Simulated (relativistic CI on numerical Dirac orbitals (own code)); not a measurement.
**Ho III: sensitivity of the levels to the model**

Base calculation: Dirac-Coulomb-Breit CI, separate exchange-only KLI orbitals for each configuration, a model potential for QED, valence Slater integrals scaled by 0.85, P86 correlation energy added to each configuration.

Configurations in the expansion (outside the closed core [Kr] 4d10 5s2): 4f11.5p6, 4f10.5p6.5d, 4f10.5p6.6s, 4f10.5p6.6p, 4f9.5p6.5d.6s, 4f9.5p6.6s2, 4f11.5p5.5d, 4f10.5p6.7s, 4f10.5p6.6d, 4f10.5p6.8s, 4f13.5p4, 4f12.5p5. Levels of other configurations are missing.

Variants: (1) Slater integrals left unscaled; (2) no correlation estimate; (3) configuration mixing switched off; (4) Breit term removed. Shifts of the energy above 4f10.5p6.5d 6I_17/2, in cm⁻¹, for the lowest level and the first level of each name with at least 55 % of one term (blank where a level changes its place among those of its configuration and J or its character, or is not in the variant):

| Level | Base | Δ(1) | Δ(2) | Δ(3) | Δ(4) |
| --- | --- | --- | --- | --- | --- |
| 4f10.5p6.5d 6I_17/2 | 0.0 | 0.0 | 0.0 | 0.0 | 0.0 |
| 4f10.5p6.5d 6H_15/2 | 175.9 | +117.6 | -0.3 | +25.6 | -63.3 |
| 4f10.5p6.5d 6G_13/2 | 1300.9 | +312.3 | +1.0 | +66.8 | -86.1 |
| 4f10.5p6.5d 6K_19/2 | 1665.8 | +276.5 | +1.0 | -71.5 | +23.9 |
| 4f11.5p6 4I°_15/2 | 3089.3 | +3455.6 | +4030.8 | -171.9 | +821.0 |
| 4f10.5p6.5d 6L_21/2 | 3504.6 | +519.2 | +1.2 | -134.0 | +60.1 |
| 4f10.5p6.6s 6I_17/2 | 6964.9 | +721.0 | -3124.2 | -150.2 | -100.8 |
| 4f10.5p6.6s 4I_15/2 | 8301.4 | +941.5 | -3126.2 | -116.5 | -129.6 |
| 4f11.5p6 4I°_13/2 | 8487.1 | +3455.8 | +4030.8 | -172.0 | +1101.9 |
| 4f10.5p6.5d 6L_19/2 | 9311.8 | +677.2 | +0.8 | -137.3 | +269.9 |
| 4f10.5p6.5d 4I_15/2 | 9414.1 | +1098.0 | +14.1 | +369.7 | +152.3 |
| 4f10.5p6.5d 6L_15/2 | 11394.7 | +615.7 | +0.9 | -86.8 | +294.0 |
| 4f11.5p6 4I°_11/2 | 11630.2 | +3740.6 | +4030.4 | -152.0 | +1091.1 |
| 4f10.5p6.5d 4G_11/2 | 11755.6 |  | -8.3 |  | +59.2 |
| 4f10.5p6.6s 6I_15/2 | 12375.6 | +746.5 | -3144.6 | -137.3 | +123.9 |
| 4f10.5p6.5d 6L_13/2 | 13404.0 | +681.7 | +1.0 | -104.1 | +280.9 |
| 4f10.5p6.5d 4L_17/2 | 13594.6 | +914.4 | +0.3 | -135.3 | +345.3 |
| 4f10.5p6.5d 6H_5/2 | 13618.3 | +469.5 | -0.8 | +60.2 | +280.1 |
| 4f11.5p6 4I°_9/2 | 13731.5 | +4077.3 | +4029.6 | -132.6 | +962.6 |
| 4f10.5p6.5d 6K_9/2 | 13933.3 | +449.9 | -0.6 | -23.3 | +315.2 |
| 4f10.5p6.5d 6P_7/2 | 15713.4 | +2403.9 | +0.1 | +215.5 | -224.3 |
| 4f10.5p6.5d 6G_5/2 | 15878.7 | +646.3 | +0.7 | +103.8 | +355.9 |

For a near-neutral ion this model can misplace configurations by up to about 10,000 cm⁻¹ (more where the count of f electrons changes) and terms by 10 to 25 % of their spread. Rates follow the energies as ν³ (E1, M1) or ν⁵ (E2), so they and the lifetimes can be off by large factors. The fine structure of a lone outer electron comes out too small, for d and f at times inverted, and misplaced configurations move strength between like terms. 8 of the 67 excited levels that our extract of the measured tables holds in this range could be paired (the sources list more); they are missed by 921 cm⁻¹ on average and 2293 at most, and levels without a partner can miss by more. Some levels of the ground configuration have no partner and can miss by 10 % or more. The computed lowest level isn't the tabulated ground level, which NIST ASD gives as 4f11 4I°15/2.

Ionisation energy from the two ground configurations alone: base 20.11 eV; Slater integrals left unscaled 19.79 eV; no correlation estimate 18.66 eV; Breit term removed 20.01 eV. The NIST ASD value (semi-empirical) is 22.79 eV. The gap of more than 2 % comes from missing correlation, or from a tabulated value that is itself an estimate.

LS names give the leading component of a level, which can be under half, so a name can repeat, a term be missing and a line seem to break the LS rules.
